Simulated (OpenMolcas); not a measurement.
Ir4+ in a point-charge field

Ir4+ among 6 point charges of -1.36 e arranged as an octahedron (Oh), 2.19 Å from the ion.

```yaml
Program: OpenMolcas 26.06
Method: "SS-CASPT2, IPEA 0.25 Eh, imaginary shift 0.1 Eh (closed shells correlated: 5s 5p)"
Basis: ANO-RCC-VTZP [8s7p5d3f1g]
Scalar_Hamiltonian: DKH2, point nucleus
Active_space: 5 electrons in 5 orbitals (5d)
State_averaging: 2S+1 = 6 even, 1 root; 2S+1 = 4 even, 24 roots; 2S+1 = 2 even, 75 roots
Spin-orbit_coupling: state interaction with AMFI integrals over the reference wave functions
```

The lowest spin-free states (labels of O, the rotations of Oh), above the lowest:

| State | Degeneracy | E (cm-1) | Free-ion L (%) |
| --- | --- | --- | --- |
| 6A1 | 1 | 0 | S (100) |
| 4T1 | 3 | 22730 | G (77) |
| 4T2 | 3 | 23870 | G (97) |
| 4E | 2 | 24510 | G (100) |
| 4A1 | 1 | 24840 | G (100) |
| 4T2 | 3 | 28130 | D (94) |
| 4E | 2 | 29000 | D (100) |
| 4T1 | 3 | 31230 | P (77) |
| 2T2 | 3 | 33160 | I (65) |
| 2A2 | 1 | 34350 | I (81) |
| 2T1 | 3 | 34590 | I (86) |
| 2T2 | 3 | 35080 | I (87) |
| 2E | 2 | 35630 | I (94) |
| 2A1 | 1 | 36250 | I (100) |
| 2T2 | 3 | 37780 | D (48) |
| 2E | 2 | 38760 | D (76) |
| 2T1 | 3 | 40280 | F (67) |
| 4A2 | 1 | 40360 | F (100) |
| 4T1 | 3 | 40390 | F (99) |
| 2T2 | 3 | 41590 | G (33) |

The lowest levels with spin-orbit coupling:

```tsv
E (cm-1)	Degeneracy	Label	2S+1	g
0	2	Γ7	6 (84 %)	3.21 3.21 3.21
76	4	Γ8	6 (85 %)	
16020	2	Γ7	4 (54 %)	1.94 1.94 1.94
18280	4	Γ8	4 (63 %)	
22550	4	Γ8	4 (85 %)	
22680	2	Γ7	4 (87 %)	2.92 2.92 2.92
22990	4	Γ8	4 (88 %)	
23070	2	Γ6	4 (89 %)	1.62 1.62 1.62
24310	4	Γ8	4 (84 %)	
24560	2	Γ7	4 (78 %)	3.55 3.55 3.55
24850	2	Γ6	4 (83 %)	3.98 3.98 3.98
25030	4	Γ8	4 (81 %)	
25480	2	Γ6	4 (89 %)	2.43 2.43 2.43
26000	4	Γ8	4	
26140	4	Γ8	4 (82 %)	
26440	4	Γ8	4 (89 %)	
27130	2	Γ7	4 (84 %)	2.10 2.10 2.10
29410	2	Γ6	4	0.56 0.56 0.56
29810	2	Γ6	4	0.67 0.67 0.67
30500	4	Γ8	4
```

Powder χT (cm3 K/mol): 1.08 at 2 K, 1.54 at 10 K, 3.31 at 50 K, 3.85 at 100 K, 4.02 at 200 K, 4.05 at 300 K. The effective moment at 300 K is 2.828 √(χT) = 5.69 μB.

Roots that are degenerate in the reference are averaged as groups; the widest CASPT2 spread within a group is 210 cm-1 (the 3-fold group of multiplicity 4 near 31200 cm-1 above the lowest state of its run). Shifts and gaps below about the spread of the groups concerned are not significant. Point charges give a weaker field than real ligands, and real ions of this kind are as a rule low spin; the high spin found here belongs to the model. This field is weak: 10Dq is about 3957 cm-1, while octahedral complexes of 5d ions of charge 3 and more, computed by the same method with explicit ligands, had a median near 35000 cm-1. Ground spin and moment need not be those of a real site. Free-ion shares, where given, are those of the reference states; single-state CASPT2 does not remix them. This is an electrostatic model: the charges have no orbitals. No measured value stands beside these numbers.
